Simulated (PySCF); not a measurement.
## Bonding in `C[C@@H](F)[SiH2][Si@H]([SiH3])Cl`

C2H10ClFSi3.
SMILES with atom numbers: `[CH3:1][C@@H:2]([F:3])[SiH2:4][Si@H:5]([SiH3:6])[Cl:7]` (hydrogens: H8, H9, H10 on C1; H11 on C2; H12, H13 on Si4; H14 on Si5; H15, H16, H17 on Si6)

Structure used (GFN2-xTB), in Å, numbered top down from 1:
```xyz
17
C2H10ClFSi3 angstrom
C     -2.2620   -0.0440    1.1818
C     -1.7014   -0.0578   -0.2278
F     -1.1487    1.2014   -0.4955
Si    -0.3010   -1.3495   -0.5210
Si     1.5557   -0.5382    0.6253
Si     2.4173    1.5736    0.1155
Cl     3.0315   -1.9503    0.3467
H     -1.4650    0.1097    1.9064
H     -2.7471   -0.9945    1.3846
H     -2.9917    0.7557    1.2990
H     -2.5173   -0.1627   -0.9500
H     -0.8998   -2.6392   -0.1411
H     -0.1159   -1.4152   -1.9779
H      1.2909   -0.6474    2.0758
H      1.5140    2.3056   -0.7670
H      3.7236    1.4919   -0.5461
H      2.6100    2.3729    1.3309
```

Bond orders from the PBE0/pcSseg-1 density (PySCF). The structure is a single GFN2-xTB conformer in the gas phase; no vibrational or solvent corrections. GFN2-xTB frequencies show an imaginary mode (52i cm⁻¹), so this geometry is no minimum at that level.

Q: Where do the orders between heavy atoms depart from those drawn in the SMILES?

A: The largest departure is 0.187, at C2–F3 (drawn single, 0.813). Drawn single, order below 0.88: C2–F3 (0.813), C2–Si4 (0.858), Si4–Si5 (0.876) and Si5–Si6 (0.852).

Q: Give the Mayer order of every bond, beside its length.

A: 
| bond | drawn as | length (Å) | Mayer order |
| --- | --- | --- | --- |
| C1–C2 | single | 1.517 | 1.043 |
| C2–F3 | single | 1.401 | 0.813 |
| C2–Si4 | single | 1.928 | 0.858 |
| Si4–Si5 | single | 2.328 | 0.876 |
| Si5–Si6 | single | 2.337 | 0.852 |
| Si5–Cl7 | single | 2.061 | 0.904 |
| C1–H8 | single | 1.088 | 0.959 |
| C1–H9 | single | 1.086 | 0.952 |
| C1–H10 | single | 1.089 | 0.956 |
| C2–H11 | single | 1.095 | 0.940 |
| Si4–H12 | single | 1.472 | 0.934 |
| Si4–H13 | single | 1.470 | 0.947 |
| Si5–H14 | single | 1.478 | 0.915 |
| Si6–H15 | single | 1.460 | 0.938 |
| Si6–H16 | single | 1.467 | 0.935 |
| Si6–H17 | single | 1.467 | 0.935 |

By pair of heavy elements: Si–Si: lowest Si5–Si6 (0.852, 2.337 Å), highest Si4–Si5 (0.876, 2.328 Å).

Q: Sum the orders of all bonds at each heavy atom with more than one neighbour and set the sums beside the valence in the SMILES.

A: C1 3.910 (drawn 4), C2 3.654 (drawn 4), Si4 3.615 (drawn 4), Si5 3.547 (drawn 4), Si6 3.660 (drawn 4). Orders between atoms that aren't bonded are not in these sums.

For a closed shell the Mayer order of atoms A and B is Σ (PS)μν (PS)νμ over the basis functions μ on A and ν on B, with P the density and S the overlap matrix.

These values come from a run that also computed NMR shieldings. Time: 59 s of wall time; peak memory 0.83 GiB. Hardware: an Arm Neoverse N1 with one thread, no GPU (shared host).
